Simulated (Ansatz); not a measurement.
```xyz
6

C     0.0000    0.0000   -0.6655
C     0.0000    0.0000    0.6655
H     0.0000   -0.8579   -1.1984
H     0.0000    0.8579   -1.1984
H    -0.8579    0.0000    1.1984
H     0.8579    0.0000    1.1984
```

Basis set: def2-TZVP (spherical functions). Left uncorrelated: 2 orbitals. Charge 0, multiplicity 3.

Computed with Ansatz (development build ahead of 0.2.0); each method stands on the lowest determinant of its kind that the runs found.

The atomization energy at this shape (free ground-state atoms in the same class of orbitals less the molecule, no zero-point energy) of triplet C₂H₄:

| method | atomization energy |
| --- | --- |
| UHF-MP2 | 19.93 eV |

Question: What does UHF give?

Answer: 15.87 eV. Caution: another spin multiplicity may lie lower; the shape is not the minimum.
